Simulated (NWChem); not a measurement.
SiH$_{4}$O; SMILES [SiH3]O

Computed with NWChem. Structure relaxed at the PBE0/def2-SVP level.

Q: What does the run give for PBE/def2-SVP? Quantities: highest occupied level (eV); orbital gap (eV); dipole (D).

A: 
```json
{
 "highest occupied level (eV)": "-6.92",
 "orbital gap (eV)": "6.63",
 "dipole (D)": "1.35"
}
```
